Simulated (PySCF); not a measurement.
## Working out the ionisation energy of Nb

Nb [Kr] 4d4 5s1 (6D) → Nb⁺ [Kr] 4d4 (5D). All numbers are calculated (PySCF 2.14, scalar relativity by spin-free X2C-1e, in x2c-TZVPPall with one added diffuse shell each of s, p, d, f type (9s7p7d3f1g, 95 functions)). Frozen: [Ar] 3d10. Energies in hartree (1 hartree = 27.21139 eV):

```csv
part,Nb (lower),Nb⁺ (upper)
UHF,-3817.235709,-3817.015506
CCSD correlation,-0.320118,-0.294106
(T),-0.009623,-0.007145
```

Task: What does Hartree-Fock give?

Result: (-3817.015506) − (-3817.235709) = 0.220203 hartree = 5.992 eV.

Task: What do CCSD and CCSD(T) give?

Result: The CCSD correlation energies differ by 0.026012 hartree = 0.708 eV and the triples by 0.002478 hartree = 0.067 eV, so CCSD gives 6.700 eV and CCSD(T) 6.767 eV.

Measured between the centres of the two terms (NIST): 6.776 eV, so CCSD(T) (valence and next inner shell) is off by -0.009 eV.

What remains against the reference includes basis incompleteness, the frozen core and higher excitations.
